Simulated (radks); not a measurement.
Results of a calculation; reference values are marked as such.
Initial-state core-level shifts of neutral cobalt when its valence configuration changes from [Ar] 3d7 4s2. Code: a radial shooting solver on a logarithmic mesh with Libxc functionals. Model: Dirac Kohn-Sham, PBE, spin-unpolarised, spherical densities, finite nucleus; open shells fill j = l - 1/2 first; Fermi nuclear charge, rms radius 3.7875 fm. Shifts are changes of the shell-averaged eigenvalues in eV (positive: less bound); the change of the density at the nucleus, which sets a Mossbauer isomer shift, is in e/bohr^3, on a base of 1.724e+04.

| valence | 1s | 2p | 3s | 3p | density at nucleus |
|---|---|---|---|---|---|
| 3d7 4s1 4p1 | -1.828 | -1.734 | -1.820 | -1.825 | -6.079 |
| 3d7.5 4s1 4p0.5 | +1.593 | +1.945 | +1.626 | +1.545 | -7.577 |
| 3d7.5 4s1.5 | +2.559 | +2.854 | +2.590 | +2.515 | -4.829 |
| 3d6.5 4s2 4p0.5 | -3.909 | -4.223 | -3.865 | -3.777 | +2.718 |
| 3d8 4s1 | +4.678 | +5.212 | +4.787 | +4.652 | -8.798 |
| 3d7 4s1.5 4p0.5 | -0.960 | -0.912 | -0.955 | -0.958 | -2.885 |
| 3d9 | +7.497 | +8.371 | +7.827 | +7.611 | -14.767 |
| 3d8 4p1 | +2.883 | +3.550 | +2.994 | +2.842 | -14.425 |
| 3d6 4s2 4p1 | -8.081 | -8.781 | -7.903 | -7.711 | +5.715 |
